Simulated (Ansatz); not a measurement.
Geometry optimisation, Ansatz, RHF/def2-SVP.

Input file:

```yaml
crystal:
  periodic: [false, false, false]
  atoms:
    - { symbol: Al, position_ang: [0.0, 0.0, 0.0] }
    - { symbol: O, position_ang: [0.0, 0.0, 2.13] }
    - { symbol: Si, position_ang: [-1.3147, -0.4067, 3.0936] }
    - { symbol: H, position_ang: [-2.239, -1.2403, 2.3304] }
    - { symbol: H, position_ang: [-0.8506, -1.1432, 4.2657] }
    - { symbol: H, position_ang: [-1.9987, 0.8095, 3.5233] }
    - { symbol: Cl, position_ang: [1.9312, 0.0, -1.115] }
    - { symbol: O, position_ang: [-1.5415, 0.0, -0.89] }
    - { symbol: H, position_ang: [-2.0512, -0.8467, -0.6815] }
    - { symbol: Br, position_ang: [0.57, -2.5078, 0.8545] }
    - { symbol: H, position_ang: [0.2777, -1.2216, 2.0086] }
basis:
  gaussian: { orbitals: def2-SVP }
hamiltonian:
  xc: hf
relax:
  f_tol: 0.15
  max_steps: 25
  restrain:
    - { distance: [0, 9], at: 2.41, k: 30.0 }
    - { distance: [10, 1], at: 1.01, k: 30.0 }
    - { distance: [0, 1], at: 2.98, k: 30.0 }
    - { distance: [10, 9], at: 2.75, k: 30.0 }
```

Command:

```bash
$ ansatz run input.yaml --threads 4 --pin off --max-ram 5120MiB --backend cpu --events-out ev --progress --plain --runs-dir out
```

Task: Where does it end, and by what steps?

Result: The run converged. The restraints hold the end off the free minimum. After 13 steps the energy has fallen by 2.479 eV (the restraints' own energy left out); Br10 moved furthest, 0.88 Å. Parted: Al1–O2 (2.13 → 2.96 Å).

| step | energy less start (eV) | largest force component (eV/Å) | accepted |
| --- | --- | --- | --- |
| 0 | 0.0000 | 2.603 | yes |
| 1 | -0.5227 | 3.923 | yes |
| 2 | -1.0192 | 2.531 | yes |
| 3 | -1.4355 | 1.940 | yes |
| 4 | -1.9887 | 2.556 | yes |
| 5 | -2.2184 | 1.792 | yes |
| 6 | -2.3377 | 1.358 | yes |
| 7 | -2.3532 | 1.355 | yes |
| 8 | -2.4338 | 1.040 | yes |
| 9 | -2.4574 | 1.019 | yes |
| 10 | -2.4712 | 1.196 | yes |
| 11 | -2.4380 | 1.596 | no |
| 12 | -2.4737 | 1.008 | no |
| 13 | -2.4788 | 1.085 | yes |

```xyz
11
Properties=species:S:1:pos:R:3
Al 0.211 -0.588 -0.569
O -0.020 -0.500 2.384
Si -1.400 -0.334 3.309
H -2.496 -1.155 2.746
H -1.138 -0.775 4.696
H -1.765 1.093 3.276
Cl 1.705 0.805 -0.965
O -1.381 -0.249 -0.918
H -2.203 -0.708 -0.883
Br 0.839 -2.787 0.062
H 0.433 -1.358 2.382
```

Run time: 66 s on 4 threads of Intel(R) Xeon(R) Platinum 8259CL CPU @ 2.50GHz (Skylake/Cascade Lake) (shared host), peak memory 0.41 GiB.
